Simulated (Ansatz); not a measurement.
Consider the formal exchange of groups at a B–O bond: `CB(N)O` + `[SiH3][SiH2]CC=S` → `CB(N)[SiH2][SiH3]` + `OCC=S`.

Program: Ansatz. Geometries: PBE0-D4/def2-TZVP. ΔE: electronic, gas phase. CCSD(T)/CBS adds triple-zeta CCSD(T) − MP2 to the extrapolated MP2 energy (def2 sets, frozen cores). This one scheme is used for every species. Functionals use def2-TZVPP. B3LYP here is the variant with VWN-RPA as its local correlation; programs differ in this. One conformer a species, not always the lowest.

```
          level  ΔE (kJ/mol)
         PBE-D4        183.2
       B3LYP-D4        202.2
         r2SCAN        198.8
CCSD/def2-TZVPP        206.9
```

Problem. What does CCSD(T)/CBS give? (Best estimate.)

Solution. The calculation gave: +207.4 kJ/mol. The listed levels differ from it by -24.2, -5.2, -8.6, -0.5 kJ/mol.

Largest T1 diagnostic among the species: 0.016.

The D4 term adds +4.6 kJ/mol with B3LYP and +2.4 kJ/mol with PBE0; it sums over pairs of atoms, weighted by their polarisabilities, and B3LYP, whose exchange is more repulsive, gets the larger term. From PBE to PBE0 (25 % exact exchange), in def2-TZVPP and without D4, ΔE moves by +10.1 kJ/mol.
